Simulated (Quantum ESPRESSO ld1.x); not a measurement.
Results of a calculation; reference values are marked as such.
Pt XXVI, 53 electrons, occupied as [Kr] 4d10 4f7. Level of theory: scalar-relativistic Kohn-Sham, BLYP, spin-unpolarised, spherical densities, point nucleus (ld1.x of Quantum ESPRESSO 7.5).

Radial electron density D(r) = 4 pi r^2 rho(r):

r (bohr),D(r) (e/bohr)
0.001514,17.92
0.001721,21.40
0.001941,25.17
0.002188,29.49
0.002467,34.36
0.002804,40.21
0.003161,46.28
0.003565,52.90
0.004051,60.46
0.004568,67.89
0.00515,75.46
0.005854,83.42
0.0066,90.46
0.007441,96.74
0.008457,102.2
0.009536,105.8
0.01075,107.6
0.01222,107.6
0.01378,105.9
0.01553,102.9
0.01766,99.26
0.01991,96.48
0.02244,95.50
0.02551,97.59
0.02876,103.1
0.03243,111.9
0.03656,122.8
0.04156,134.5
0.04685,142.7
0.05283,145.9
0.06004,142.7
0.0677,134.4
0.07633,124.1
0.08675,115.7
0.09781,113.9
0.1103,118.8
0.1253,127.9
0.1413,133.8
0.1593,131.2
0.1811,117.0
0.2042,96.97
0.2302,78.15
0.2617,67.21
0.295,67.39
0.3326,73.11
0.3781,76.87
0.4263,72.44
0.4806,59.85
0.5419,42.91
0.6159,25.56
0.6944,13.42
0.7829,5.999
0.8898,2.107
1.003,0.6558
1.131,0.1687
1.286,0.03151
1.45,0.005058

D(r) has 4 maxima, at r = 0.0115, 0.0533, 0.146, 0.378 bohr, and minima at 0.0221, 0.0947, 0.277 bohr, inside which lie 1.88, 11.04, 29.90 electrons.
